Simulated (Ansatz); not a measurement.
Calculated with Ansatz (gas phase, PBE0-D4/def2-TZVP geometries, no zero-point term in ΔE). CCSD(T)/CBS adds triple-zeta CCSD(T) − MP2 to the extrapolated MP2 energy (def2 sets, frozen cores). This one scheme is used for every species. Functionals use def2-TZVPP. Elements past krypton have def2 core potentials. For Sn outer-core shells are correlated without core-valence functions, which leaves a few kJ/mol of doubt a bond. Each species was taken in one conformer, which may not be the lowest.

Consider the ligand exchange at the Al–O bond: `O[Si](O)(O)[O][AlH2]` + `[SH][SnH3]` → `[AlH2][S][SnH3]` + orthosilicic acid.

```json
{"level": "RPA@PBE/def2-TZVPP", "ΔE (kJ/mol)": "37.6"}
{"level": "MP2/def2-QZVPP", "ΔE (kJ/mol)": "29.9"}
```

Problem. What does CCSD(T)/CBS give? (An estimate is asked.)

Solution. Computed: +30.0 kJ/mol. The listed levels differ from it by 7.6, -0.1 kJ/mol.

Largest T1 diagnostic among the species: 0.013.

At CCSD(T), def2-SVP lies +8.1 kJ/mol from the extrapolated value and def2-TZVPP +3.6 kJ/mol. In def2-TZVPP, CCSD(T) changes the Hartree–Fock value by −11.9 kJ/mol (the triples alone add −3.3 kJ/mol) and MP2 by −14.6 kJ/mol. Leaving LDA and LC-ωPBE aside and taking each functional with its dispersion term where it has one, the values, not all of them listed here, spread over 20.9 kJ/mol, from PBE-D4 to CAM-B3LYP-D4.
